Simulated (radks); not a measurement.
Problem. Coherent X-ray form factor from a spherical all-electron density. Method: Dirac Kohn-Sham, PBE, spin-unpolarised, spherical densities, finite nucleus; Fermi nuclear charge, rms radius of each element as measured or else 0.836 A^(1/3) + 0.57 fm; computed with a radial shooting solver on a logarithmic mesh with Libxc functionals.

sin(theta)/lambda (1/angstrom),f0 (electrons)
0.05,39.971
0.1,37.587
0.15,34.876
0.2,32.277
0.25,29.884
0.3,27.719
0.4,24.109
0.5,21.345
0.6,19.146
0.8,15.520
1,12.431
1.25,9.456
1.5,7.538
2,5.689

The species is in the configuration that NIST lists as its ground one. Which atom or ion scatters so?

Solution. Neutral niobium, [Kr] 4d4 5s1. Extrapolating in s^2 from the first two rows gives f0(0) = 40.8, near the electron count 41; among species with that count, the fall with angle is slower the higher Z, and the table is that of Z = 41; from so few rows the species is fixed only to a neighbour or two.
